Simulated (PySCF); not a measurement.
Electronic absorption of C7H12NP

Species: C7H12NP.
InChI=1S/C7H12NP/c1-5-4-6(2)9(8)7(5)3/h4H,8H2,1-3H3

Theory: TDDFT wB97X-D/def2-SVPD, vertical, gas phase, core orbitals frozen in the response in PySCF 2.14.0, density-fitted response routines. Geometry: PBE0-D3(BJ)/def2-SVP, one conformer, isolated molecule. Torsions of this conformer, `[CH3:1][c:2]1[cH:3][c:4]([CH3:5])[p:6]([NH2:7])[c:8]1[CH3:9]`: H–N7–P6–C4 109°, H–N7–P6–C4 -34°.

Q: What does the calculation give for the low-lying excited states?

A: 

```tsv
state	E (eV)	λ (nm)	ν̃ (cm⁻¹)	f	|μ| (D)	main configurations (H = HOMO, L = LUMO)
S1	4.10	302.7	33040	0.049	1.78	H→L (96%)
S2	4.74	261.6	38230	0.100	2.36	H-1→L (95%)
S3	5.49	225.6	44320	0.020	0.99	H-2→L (94%)
S4	6.09	203.5	49130	0.012	0.71	H→L+1 (39%), H→L+2 (32%), H→L+4 (16%)
S5	6.23	198.9	50280	0.020	0.92	H→L+1 (43%), H→L+4 (20%), H→L+2 (18%)
S6	6.65	186.3	53670	0.0078	0.56	H→L+3 (21%), H→L+4 (16%), H→L+6 (13%)
S7	6.87	180.4	55420	0.013	0.69	H→L+3 (24%), H→L+2 (22%), H→L+4 (17%)
S8	6.92	179.2	55810	0.135	2.27	H-1→L+2 (51%), H-1→L+4 (11%)
S9	7.00	177.0	56500	0.047	1.34	H-1→L+1 (40%), H-3→L (29%)
S10	7.10	174.6	57270	0.036	1.16	H-1→L+1 (21%), H-3→L (16%), H→L+4 (12%)
```

Triplets (Tamm–Dancoff): T1 2.75 eV, H→L (91%); T2 3.80 eV, H-1→L (93%); T3 4.90 eV, H→L+4 (33%), H-3→L (23%), H-2→L (12%); T4 5.14 eV, H-2→L (79%).

The lowest singlet lies at 4.10 eV (303 nm, ultraviolet) and is of moderate strength; its leading configuration is HOMO→LUMO (96%). The strongest level in the table is S8 at 6.92 eV (179 nm, f = 0.135). Löwdin shares by element: HOMO carbon 74% or more (atoms not listed hold the other 26%); LUMO carbon 44% or more, phosphorus 16% (atoms not listed hold the other 40%). The listed states span 3.00 eV, and the widest gap between neighbours is 0.75 eV (S2 to S3). Orbital energies (eV): HOMO-3 -10.56, HOMO-2 -9.34, HOMO-1 -8.31, HOMO -7.63, LUMO 0.77, LUMO+1 2.39, LUMO+2 2.61. Of the 10 states listed, 9 reach f = 0.01 and none stays under 0.0005. No computed singlet lies in the visible range (380 to 750 nm); the lowest, at 303 nm, stands 0.83 eV above its violet end (3.26 eV); a Tamm–Dancoff triplet lies at 450 nm, without intensity as long as spin–orbit coupling is left out. The vertical ionisation energy (ΔSCF) is 7.57 eV, 0.47 eV above S10. Only the lowest 10 singlets were computed, as vertical energies without vibronic structure.

Time: 2.4 min; peak memory 1.3 GiB. Hardware: one thread of an AMD EPYC 9R45, on a shared host.
